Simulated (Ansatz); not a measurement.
```xyz
6

O    -0.602   -0.715    1.043
Ge    0.266    0.050   -0.240
F     1.681   -0.840   -0.521
F    -0.626    0.115   -1.690
F     0.699    1.656    0.126
H    -1.419   -0.267    1.282
```

Total charge 0; spin multiplicity 1.

Question: List the CAM-B3LYP/def2-TZVPP orbital energies in eV (Ansatz 0.2.0). (Estimate.)

Answer: Computed: Occupied: -10855.07, -1359.06, -1210.04, -1210.04, -1210.02, -674.18, -674.14, -674.14, -524.08, -174.18, -124.50, -124.50, -124.45, -38.60, -38.60, -38.33, -38.02, -38.01, -35.29, -34.21, -34.16, -30.63, -19.05, -16.89, -15.91, -15.85, -14.74, -14.38, -14.37, -13.99, -13.99, -13.77, -13.04, -12.27. Lowest empty: -0.32, 1.82, 2.82, 3.03, 4.09, 6.69, 7.33, 7.43.
